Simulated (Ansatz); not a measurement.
(CuF)2 ring (Cu₂F₂), relaxed as a singlet with RKS PBE0-D4/def2-SVP in Ansatz, starting from the GFN2-xTB geometry. Force threshold 0.02 eV/Å.

Start:

| atom | x (Å) | y (Å) | z (Å) |
| --- | --- | --- | --- |
| Cu1 | -0.228 | -0.882 | 0.929 |
| F2 | -0.554 | 1.065 | 0.871 |
| Cu3 | 0.228 | 0.883 | -0.929 |
| F4 | 0.554 | -1.066 | -0.870 |

Problem. Estimate the energy that the relaxation releases and the steps that it takes.

Solution. 7.7 kJ/mol, in 5 steps; 8.5 s on 4 threads of Arm Neoverse V2 on a shared host. No frequencies were taken in this run, so the end may be a saddle point.

Problem. Does the start keep its bonding and symmetry?

Solution. By distances, no bond broke or formed. The bond that changes most is Cu3–F4, from 1.98 to 1.96 Å (atoms count from 1). Point group D2h at the start, D2h at the end, both within 0.05 Å.

Problem. Predict the relaxed structure.

Solution. 
Cartesian coordinates in Å:
```
Cu -0.208 -0.802 0.847
F -0.583 1.120 0.917
Cu 0.208 0.802 -0.847
F 0.583 -1.120 -0.917
```
Bond lengths (bridged metal pairs left out): 4 × Cu–F 1.96 Å.
